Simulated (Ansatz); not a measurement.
Two spin states of CdSe, each at its own minimum; 2S+1 = 1, 3 were tried, and our sources give no spin for the ground state. No spin–orbit coupling. Se is treated without relativity.

```csv
level,energy of the multiplicity-3 state above the multiplicity-1 state (kcal/mol)
PBE/def2-TZVPP,4.12
PBE0/def2-TZVPP,0.47
wB97X-V/def2-TZVPP,-0.38
CCSD/def2-TZVPP,-0.75
CCSD(T)/def2-TZVPP,3.16
```

The rows run from -0.75 (CCSD/def2-TZVPP) to 4.12 kcal/mol (PBE/def2-TZVPP). The 3 functionals in def2-TZVPP without D3 or D4 span 4.50, from wB97X-V to PBE.

Each state is the lowest solution found for its spin in def2 and cc sets. The singlet is a restricted closed-shell determinant, which can mix singlet states where a π or δ shell is part-filled.

Correlated levels freeze the inner cores; with def2 sets outer-core shells near the valence are correlated too.

Doubts at one or more of the structures used: a restricted determinant that unrestricted orbitals would lower (CCSD/def2-TZVPP, CCSD(T)/def2-TZVPP).

Programs: Ansatz (Gaussian orbitals). Each number belongs to the level named beside it. In def2 rows elements past Kr take small-core potentials, without spin–orbit coupling.

Ansatz is an electronic-structure program.
